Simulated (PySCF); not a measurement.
C2H6Al, charge +1, singlet, at a GFN2-xTB geometry (such geometries of metal compounds can be far from the true shape); DF-HF/aug-cc-pVDZ in PySCF.

Here is a job for PySCF.
```python
from pyscf import gto, scf
import numpy

mol = gto.M(
    atom='''
Al   -0.00000000    0.00000000   -0.00000000
C     1.50720605    0.20042735   -1.23909353
H     2.19275998   -0.66045124   -1.17828475
H     2.09155963    1.10777030   -1.01536712
H     1.16035750    0.27671081   -2.28248740
C    -1.50720605   -0.20042735    1.23909353
H    -2.07340287   -1.12374067    1.03486934
H    -2.20884983    0.64552472    1.15629899
H    -1.16242441   -0.24581393    2.28497092
''',
    basis='aug-cc-pvdz',
    charge=1,
    verbose=4,
)
print('smallest overlap eigenvalue', numpy.linalg.eigvalsh(mol.intor('int1e_ovlp'))[0])

mf = scf.RHF(mol)
mf = mf.density_fit(auxbasis='def2-universal-jkfit')
mf = scf.addons.remove_linear_dep_(mf, threshold=1e-3, lindep=1e-3)
mf.kernel()
mf.analyze()
```

Q: Predict the main parts of the log of this PySCF run.

A: 
```
PySCF version 2.14.0

[INPUT] verbose = 4
[INPUT] num. atoms = 9
[INPUT] num. electrons = 30
[INPUT] charge = 1
[INPUT] spin (= nelec alpha-beta = 2S) = 0
[INPUT] symmetry False subgroup None
[INPUT] Mole.unit = angstrom
[INPUT] Symbol           X                Y                Z      unit          X                Y                Z       unit  Magmom
[...]
nuclear repulsion = 87.2923998465662
number of shells = 54
number of NR pGTOs = 186
number of NR cGTOs = 127
basis = aug-cc-pvdz
ecp = {}
input.py:24: DeprecationWarning: remove_linear_dep_ is deprecated and will be removed in a future release. Linear dependency handling is now built into the SCF procedure by default. Linear dependency removal can be controlled using the following settings:
  pyscf.scf.hf.remove_overlap_zero_eigenvalue = True
  pyscf.scf.hf.overlap_zero_eigenvalue_threshold = 1e-6

  mf = scf.addons.remove_linear_dep_(mf, threshold=1e-3, lindep=1e-3)
smallest overlap eigenvalue 0.0004396161511606119
Applying remove_linear_dep_ on SCF object.
Using canonical orthogonalization with threshold 0.001

******** <class 'pyscf.df.df_jk.DFRHF'> ********
method = DFRHF
initial guess = minao
damping factor = 0
level_shift factor = 0
DIIS = <class 'pyscf.scf.diis.CDIIS'>
diis_start_cycle = 1
diis_space = 8
diis_damp = 0
SCF conv_tol = 1e-09
SCF conv_tol_grad = None
SCF max_cycles = 50
direct_scf = False
Set gradient conv threshold to 3.16228e-05
Initial guess from minao.
******** <class 'pyscf.df.df.DF'> ********
auxbasis = def2-universal-jkfit
init E= -321.111187755632
[...]
cycle= 1 E= -320.86379876088  delta_E= 0.247  |g|= 0.299  |ddm|= 3.22
[...]
cycle= 2 E= -320.907031664687  delta_E= -0.0432  |g|= 0.0889  |ddm|= 0.404
[...]
cycle= 3 E= -320.910184954506  delta_E= -0.00315  |g|= 0.0263  |ddm|= 0.129
[...]
cycle= 4 E= -320.910496293821  delta_E= -0.000311  |g|= 0.00542  |ddm|= 0.034
[...]
cycle= 5 E= -320.910509462053  delta_E= -1.32e-05  |g|= 0.0014  |ddm|= 0.00805
[...]
cycle= 6 E= -320.910510252761  delta_E= -7.91e-07  |g|= 0.000658  |ddm|= 0.00117
[...]
cycle= 7 E= -320.910510366537  delta_E= -1.14e-07  |g|= 0.00058  |ddm|= 0.000491
[...]
cycle= 8 E= -320.910510100477  delta_E= 2.66e-07  |g|= 0.000816  |ddm|= 0.00109
[...]
cycle= 9 E= -320.910509595998  delta_E= 5.04e-07  |g|= 0.00103  |ddm|= 0.00122
[...]
cycle= 10 E= -320.910509551445  delta_E= 4.46e-08  |g|= 0.001  |ddm|= 0.000202
[...]
cycle= 11 E= -320.910509568044  delta_E= -1.66e-08  |g|= 0.001  |ddm|= 7.53e-05
[...]
[...]
[...]
cycle= 35 E= -320.910509609968  delta_E= -5.6e-07  |g|= 0.000981  |ddm|= 0.00113
[...]
cycle= 36 E= -320.910508964906  delta_E= 6.45e-07  |g|= 0.00126  |ddm|= 0.00132
[...]
cycle= 37 E= -320.910509060188  delta_E= -9.53e-08  |g|= 0.00125  |ddm|= 0.000463
[...]
cycle= 38 E= -320.910509160683  delta_E= -1e-07  |g|= 0.00115  |ddm|= 0.000691
[...]
cycle= 39 E= -320.910508867124  delta_E= 2.94e-07  |g|= 0.0013  |ddm|= 0.000815
[...]
cycle= 40 E= -320.910508861027  delta_E= 6.1e-09  |g|= 0.0013  |ddm|= 0.000401
[...]
cycle= 41 E= -320.910508940949  delta_E= -7.99e-08  |g|= 0.00129  |ddm|= 0.000215
[...]
cycle= 42 E= -320.910509110975  delta_E= -1.7e-07  |g|= 0.00124  |ddm|= 0.000237
[...]
cycle= 43 E= -320.910508995066  delta_E= 1.16e-07  |g|= 0.00125  |ddm|= 0.000321
[...]
cycle= 44 E= -320.910509403889  delta_E= -4.09e-07  |g|= 0.00112  |ddm|= 0.000939
[...]
cycle= 45 E= -320.910509036532  delta_E= 3.67e-07  |g|= 0.00124  |ddm|= 0.000912
[...]
cycle= 46 E= -320.910509008215  delta_E= 2.83e-08  |g|= 0.00126  |ddm|= 0.000277
[...]
cycle= 47 E= -320.910509260994  delta_E= -2.53e-07  |g|= 0.00109  |ddm|= 0.000751
[...]
cycle= 48 E= -320.910508994396  delta_E= 2.67e-07  |g|= 0.00124  |ddm|= 0.000754
[...]
cycle= 49 E= -320.91050897627  delta_E= 1.81e-08  |g|= 0.00124  |ddm|= 0.000158
[...]
cycle= 50 E= -320.910509269414  delta_E= -2.93e-07  |g|= 0.00119  |ddm|= 0.00054
SCF not converged.
SCF energy = -320.910509269414
**** SCF Summaries ****
Total Energy =                        -320.910509269414263
Nuclear Repulsion Energy =              87.292399846566170
One-electron Energy =                 -609.098176860179024
Two-electron Energy =                  200.895267744198577
Two-electron Coulomb Energy =          231.310340267720221
DFT Exchange-Correlation Energy =      -30.415072523521644
HOMO-LUMO gap [eV] =                    13.061482479419142
**** MO energy ****
[...]
 ** Mulliken pop on meta-lowdin orthogonal AOs  **
 ** Mulliken pop  **
 ** Mulliken atomic charges  **
charge of    0Al =      1.16684
charge of    1C =     -0.53723
charge of    2H =      0.15129
charge of    3H =      0.15129
charge of    4H =      0.15129
charge of    5C =     -0.53754
charge of    6H =      0.15136
charge of    7H =      0.15135
charge of    8H =      0.15135

WARN: System has nonzero charge 1; the dipole moment is origin-dependent.
Location of origin: [0. 0. 0.]

Dipole moment(X, Y, Z, Debye):  0.00018,  0.00002, -0.00015
```

Convergence was not reached.
